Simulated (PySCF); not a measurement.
**Static response to an electric field**

Species: C₅H₅FO₃.
Structure used (GFN2-xTB), in Å, numbered top down from 1:
```
atom  x, y, z in Å
C1    -2.3215   -0.2643    0.2031
O2    -1.3863    0.7978    0.2627
C3    -0.1043    0.4755    0.0799
C4     0.5463   -0.6715   -0.1585
F5     0.0711   -1.9214   -0.2948
C6     2.0173   -0.4252   -0.2764
O7     2.1458    0.9652   -0.0833
C8     0.9407    1.5486    0.1292
O9     0.8006    2.7171    0.3164
H10   -3.2955    0.1884    0.3729
H11   -2.1207   -1.0100    0.9769
H12   -2.3050   -0.7495   -0.7764
H13    2.4137   -0.6956   -1.2627
H14    2.5969   -0.9555    0.4889
```

Level: PBE0/def2-SVPD (PySCF), static field, nuclei fixed, core orbitals frozen in the response. The polarisability tensor in these axes (au):

```
x   78.46 -4.22 -3.87
y   -4.22 80.61  5.33
z   -3.87  5.33 48.79
```

Diagonalise the tensor; give its mean and Δα, where Δα² is half the sum of the squared differences of the eigenvalues.

Principal values 47.59, 75.18 and 85.08 au; mean 69.29 au = 10.27 Å³ = 11.42 × 10⁻⁴⁰ C²·m²/J; Δα = 33.65 au (49 % of the mean).

What is the dipole moment, and where does it point?

(-0.86, -4.52, -0.58) D, 4.64 D in size, pointing from the negative to the positive side. Measured along this direction, the outermost atoms are O9 at the negative end and F5 at the positive end.

In TDDFT the mean static polarisability is Σ f/ω² over all singlet excitations (ω in hartree). How much of it do the 8 lowest give? Their energies (eV) and oscillator strengths: 5.39, 0.0000; 5.75, 0.1570; 6.25, 0.0114; 7.04, 0.0760; 7.11, 0.0014; 7.45, 0.0064; 7.47, 0.0002; 7.52, 0.0001.

They add up to 4.98 au, 7.2 % of the 69.29 au; the largest single term is 3.51 au, from the state at 5.75 eV. Terms in order: 0.00, 3.51, 0.22, 1.14, 0.02, 0.09, 0.00, 0.00 au. Higher excitations give the rest. The strengths listed sum to 0.253.

Refractivity n − 1 of an ideal gas of it at 298.15 K and 1 atm, from the electronic α?

N = p/kT = 2.4615 × 10¹⁹ cm⁻³, so n − 1 = 2π × N × 10.27 × 10⁻²⁴ cm³ = 1588 × 10⁻⁶ at long wavelengths, for an ideal gas.

Estimate the molar refractivity from the static electronic polarisability.

Lorentz–Lorenz: R = (4π/3)N_A α = 2.5225 cm³/(mol·Å³) × 10.27 Å³ = 25.9 cm³/mol, in the limit of long wavelengths.

Rayleigh depolarisation ratio (linearly polarised light, static tensor)?

ρ = 3Δα²/(45ᾱ² + 4Δα²) = 3397.3/(216023 + 4529.7) = 0.0154.

Isolated species at its GFN2-xTB geometry (one conformer only).
